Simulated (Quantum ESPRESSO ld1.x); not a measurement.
Problem. These are the eigenvalues of the occupied orbitals of an atom or ion with whole-number occupations (hartree). All-electron calculation, scalar-relativistic Kohn-Sham, exchange-only LDA, spin-polarised, spherical densities, point nucleus. Program: ld1.x of Quantum ESPRESSO 7.5.

orbital  eigenvalue
1s up      -766.439
1s down    -766.436
2s up      -109.914
2s down    -109.895
2p up      -98.5031
2p down    -98.4878
3s up      -19.6351
3s down    -19.6195
3p up      -15.8921
3p down    -15.8750
3d up      -9.81787
3d down    -9.79623
4s up      -3.33043
4s down    -3.22641
4p up      -2.29023
4p down    -2.17662
4d up      -0.81243
5s up      -0.57520
5p up      -0.36478

Which element is it, and in what charge state? The configuration may be excited. Open shells, if any, are filled with parallel spins first.

Solution. Z = 43, technetium, charge +1: Tc+ in [Kr] 4d3 5s1 5p2. The list shows which subshells hold electrons but not how many an open one holds; the 1s level, -766.44 hartree, gives Z - s = 39.2 by -(Z - s)^2/2, which with screening and relativity narrows Z to a few neighbours, and the depths of the outer levels then fix element, charge and occupations together.
